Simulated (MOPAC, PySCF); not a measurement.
C₂H₆O₂, SMILES `COCO` (C–O–C–O torsion 68°, O–C–O–H torsion 64°), neutral singlet in the gas phase. 

Cartesian coordinates (Å):
SMILES: COCO
```xyz
10

C      1.3247    -0.0878    -0.2110
O      0.0805    -0.4730    -0.7499
C     -0.9767    -0.3159     0.1395
O     -1.2674     1.0203     0.4295
H      1.5756    -0.6960     0.6681
H      1.3289     0.9673     0.0787
H      2.0752    -0.2535    -0.9832
H     -0.7486    -0.7791     1.1077
H     -1.8273    -0.8238    -0.3266
H     -1.5648     1.4414    -0.3827
```
Charge 0, multiplicity 1.

All levels are single points at this geometry (PBE0-D3(BJ)/def2-TZVP); Pople sets use spherical d functions. Orbital energies aren't observables, and empty levels follow the basis.

```
level                           HOMO (eV)  LUMO (eV)  gap (eV)  dipole (D)  vertical IE, Delta-SCF (eV)
------------------------------  ---------  ---------  --------  ----------  ---------------------------
PBE0-D3(BJ)/def2-TZVP in PySCF      -7.90       1.25      9.15        0.36                            –
B3LYP/3-21G in PySCF                -6.94       2.94      9.87        0.38                            –
BP86/6-31G* in PySCF                -5.96       1.63      7.59        0.44                            –
PBE/6-31G* in PySCF                 -5.83       1.59      7.42        0.43                            –
SVWN5/6-31G* in PySCF               -5.94       1.42      7.36        0.46                            –
PM7 in MOPAC                       -10.63       2.25     12.88        0.49                            –
```
